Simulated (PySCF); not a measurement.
Correlation energy of Al⁺ (aluminium, charge +1)

[Ne] 3s2, closed-shell 1S. Calculation: PySCF 2.14, in x2c-SVPall; scalar relativity by spin-free X2C-1e. Frozen: [Ne]; 2 electrons correlated.

Total MP2 correlation energy: -25.43 mhartree.

Same-spin part 0.00 and opposite-spin part -25.43 mhartree; SCS-MP2 scales them by 1/3 and 6/5 to -30.51 mhartree.

With two correlated electrons CCSD is exact within the correlated space (frozen core and kept virtual orbitals).

```csv
level,correlation energy (mhartree)
CCSD,-38.08
```

Diagnostics: T1 = 0.0091, D1 = 0.0128, largest double amplitude 0.117.

Is a single reference adequate?

Mostly. T1 lies below 0.03, but a double amplitude of this size points to a near-degeneracy that CCSD handles and MP2 describes poorly.
